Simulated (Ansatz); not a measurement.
`CC1BB1F` and `CC1BB1` differ in one atom or group.

Ansatz, PBE0-D4/def2-TZVP geometries, multiplicity 1. 

| property | `CC1BB1F` |
| --- | --- |
| HOMO–LUMO gap (PBE0/def2-TZVPP) / eV | 7.12 |
| HOMO energy (B3LYP/def2-TZVPP) / eV | -7.31 |
| size of the dipole moment (PBE/def2-TZVPP) / D | 2.16 |
| zero-point energy (PBE0-D4/def2-TZVP) / kJ/mol | 187.6 |
| HOMO–LUMO gap (PBE/def2-TZVPP) / eV | 5.08 |
| HOMO–LUMO gap (B3LYP/def2-TZVPP) / eV | 6.65 |

Question: Give the same properties after the change, and the shifts. (Best estimate.)

Answer: Computed: 
| property | `CC1BB1` | shift |
| --- | --- | --- |
| HOMO–LUMO gap (PBE0/def2-TZVPP) / eV | 6.01 | -1.11 |
| HOMO energy (B3LYP/def2-TZVPP) / eV | -6.59 | 0.72 |
| size of the dipole moment (PBE/def2-TZVPP) / D | 2.80 | 0.64 |
| zero-point energy (PBE0-D4/def2-TZVP) / kJ/mol | 203.9 | 16.3 |
| HOMO–LUMO gap (PBE/def2-TZVPP) / eV | 3.94 | -1.14 |
| HOMO–LUMO gap (B3LYP/def2-TZVPP) / eV | 5.59 | -1.06 |

With PBE0 the HOMO rises by 0.77 eV and the LUMO falls by 0.33 eV, so the gap narrows by about 1.10 eV. PBE moves the HOMO by 0.81 eV and ωB97M-V by 0.73 eV. Dipoles are sizes alone; their direction can turn.

B3LYP here is the variant with VWN-RPA as its local correlation; programs differ in this.
